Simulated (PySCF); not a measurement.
Task: Write Cartesian coordinates for `CCS(=O)(=O)COC(F)F` as optimised with PBE0-D3(BJ)/def2-SVP.

Result: 
```
atom  x, y, z in Å
C1    -2.2627   -0.2656   -1.3746
C2    -1.2858    0.4683   -0.4761
S3    -0.4757   -0.7216    0.5920
O4     0.2789   -1.6478   -0.2580
O5    -1.4288   -1.2219    1.5783
C6     0.7543    0.2520    1.5129
O7     1.5871    0.9883    0.6862
C8     2.5417    0.3112   -0.0345
F9     3.7452    0.7745    0.3168
F10    2.3609    0.5930   -1.3292
H11   -1.7345   -1.0000   -1.9982
H12   -2.7767    0.4489   -2.0328
H13   -3.0183   -0.7945   -0.7762
H14   -1.7807    1.1907    0.1903
H15   -0.4824    0.9723   -1.0335
H16    1.2725   -0.5051    2.1285
H17    0.2090    0.9423    2.1697
H18    2.4938   -0.7793    0.1145
```

Any rigid rotation of these coordinates is as good. Atoms count from 1 in this order. The C–S distances run from 1.792 Å (C2–S3, drawn single) to 1.819 Å (S3–C6, drawn single), a spread of 0.027 Å. O7 (ether oxygen) is bent (angle 117.9°). Of the pairs four or more bonds apart, O4···H18 is among the closest relative to their van der Waals radii: 2.41 Å, 89 % of the sum of Bondi's values. S3 (sulfonyl sulfur) is distorted tetrahedral (angles from 104.6° to 120.7°).

Bonds between heavy atoms (Å): C1–C2 1.517, C2–S3 1.792, S3=O4 1.466, S3=O5 1.460, S3–C6 1.819, C6–O7 1.385, O7–C8 1.374, C8–F9 1.337, C8–F10 1.337.

Computed, not measured: PBE0-D3(BJ)/def2-SVP geometry optimisation, gas phase (PySCF 2.14.0).

Point group: C1 (no symmetry element, even within 0.4 Å). No PBE0-D3(BJ)/def2-SVP frequencies stand behind this structure, so it isn't proved a minimum. One conformer, not necessarily the lowest (C1–C2–S3–O4 62°, C2–S3–C6–O7 -53°, S3–C6–O7–C8 -73°, C6–O7–C8–F9 -120°).
